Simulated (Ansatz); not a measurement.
```yaml
crystal:
  periodic: [false, false, false]
  atoms:
    - {symbol: F, position_ang: [-1.369335, 0.742577, -0.968270]}
    - {symbol: Mo, position_ang: [-0.014815, -0.063188, -0.024182]}
    - {symbol: F, position_ang: [-1.040069, -1.583177, -0.179142]}
    - {symbol: F, position_ang: [0.640798, -0.864263, 1.493625]}
    - {symbol: S, position_ang: [1.527497, -0.214175, -1.382034]}
    - {symbol: Cl, position_ang: [0.297925, 1.918327, 1.013802]}
basis:
  gaussian: {orbitals: def2-mTZVP, fitting: {mean_field: cc-pVTZ-jkfit}}
hamiltonian: {xc: {name: PBE0}, pseudopotentials: {relativity: scalar}}
```

```sh
$ ansatz run in.yaml --threads 4 --pin off --events-out ev --progress --plain --max-ram 10444MiB
```

Q: How does Ansatz answer? (Best estimate.)

A: Computed: The input was rejected before any iteration.
```
Functional definition: PBE0
Error: <dir> the basis set cc-pVTZ-JKFIT has no functions for Mo
```
